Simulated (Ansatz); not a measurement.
Match the barriers

Saddle point of GaSiH$_{7}$O, closed shell (SiH₄O ([OH][SiH3]) + GaH₃ → GaSiH₅O ([SiH3][O][GaH2]) + H₂; bonds formed: H2–H5; dative contacts that become bonds: Ga1–O6; bonds broken: Ga1–H2, H5–O6), PBE0-D4/def2-TZVP structure:

| atom | x (Å) | y (Å) | z (Å) |
| --- | --- | --- | --- |
| Ga1 | -0.9628 | 0.3481 | -1.4051 |
| H2 | 0.6095 | 1.1856 | -1.6608 |
| H3 | -0.8541 | -1.1018 | -1.9628 |
| H4 | -2.1139 | 1.3887 | -1.4735 |
| H5 | 0.6054 | 0.9682 | -0.6692 |
| O6 | -0.0048 | 0.4945 | 0.3339 |
| Si7 | 0.5559 | -0.5757 | 1.4532 |
| H8 | 1.1151 | 0.1672 | 2.6104 |
| H9 | 1.6192 | -1.4383 | 0.8697 |
| H10 | -0.5695 | -1.4365 | 1.9043 |

Program: Ansatz 0.2.0. Basis: def2-TZVPP, with def2-QZVPP for the basis limit. Cores are frozen in the correlated methods. Filled d shells of the heavier atoms are correlated. The def2 sets are not built for correlating such inner shells, so the correlated values are less sure here. Extrapolation: Hartree–Fock as exp(−7.88 √X), correlation as X^−2.97. Four methods, as single points on the PBE0-D4 structures, gave these electronic barriers from the start structure: 0.570, 0.756, 0.937, 1.333 eV.

Q: The methods were, in alphabetical order, CCSD(T), HF, r2SCAN-D4, SPW92. Which gave which? (Judge from chemistry; the calculation decides.)

A: Computed: SPW92 0.570; r2SCAN-D4 0.756; CCSD(T) 0.937; HF 1.333 eV. For comparison, CCSD(T) at an estimated basis limit (MP2 extrapolated from triple and quadruple zeta, plus CCSD(T) − MP2 in triple zeta) gives 0.925 eV.

No T1 diagnostic of these runs exceeds 0.014.

The step is the kind of ligand exchange by which a precursor binds to a hydroxyl group, or is hydrolysed, in atomic layer deposition of oxides.

Labels in which every atom is bracketed show which atoms are joined, not bond orders.

For scale, one of the runs: CCSD(T)/def2-TZVPP, 219 basis functions, launched by `ansatz run in.yaml --threads 4 --pin off --events-out ev --progress --plain --max-ram 9574MiB`. The run took 78 s on 4 CPU threads of an Arm Neoverse V1 (shared host), with 3.2 GiB of host memory at its peak.
